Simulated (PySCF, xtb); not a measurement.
CoF₂, SMILES [F][Co+][F] (connectivity only; charge and spin as stated), charge +1, multiplicity 5.

Harmonic wavenumbers (cm⁻¹) from GFN2-xTB (xtb) at its own minimum, in rising order: 190, 190, 660, 851.

### Question
What does ωB97X-D3(BJ)/def2-TZVP (PySCF) give at its own minimum? (Estimate from the structure and the level; the computed values follow.)

### Answer
52, 52, 738, 913. Paired by order, the mean absolute difference is 104 cm⁻¹ and the zero-point energies are 2.7 and 2.5 kcal/mol.
